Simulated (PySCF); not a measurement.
SMILES O[Si](O)(O)N[SiH2]Cl (H6ClNO3Si2) (B3LYP/def2-SVP optimised geometry):

```
13

Si    -2.563    -0.894    -2.341
Cl    -3.049    -2.285    -3.826
N     -1.240    -1.595    -1.449
Si    -0.584    -0.939     0.000
O      1.075    -0.939     0.000
O     -0.984    -1.722     1.401
O     -1.291     0.564     0.000
H     -3.777    -0.685    -1.512
H     -2.199     0.365    -3.038
H     -0.901    -2.491    -1.791
H      1.508    -0.597    -0.791
H     -0.247    -2.099     1.896
H     -1.508     0.939     0.861
```

Method: B3LYP/def2-TZVP in PySCF.

Question: What are the frontier orbital energies and the dipole moment?

Answer: HOMO-2 -8.74 eV, HOMO-1 -8.53 eV, HOMO -7.67 eV, LUMO -0.22 eV, LUMO+1 0.42 eV; dipole moment 2.65 D.

On the same geometry PBE/def2-TZVP in PySCF gives HOMO-2 -7.57 eV, HOMO-1 -7.35 eV, HOMO -6.48 eV, LUMO -0.76 eV, LUMO+1 -0.28 eV; dipole moment 2.63 D.

Meta-Löwdin charges at B3LYP/def2-TZVP: Si1 0.84, Cl2 -0.33, N3 -0.84, Si4 1.53, O5 -0.77, O6 -0.76, O7 -0.76, H8 -0.12, H9 -0.12, H10 0.25, H11 0.36, H12 0.36, H13 0.36.
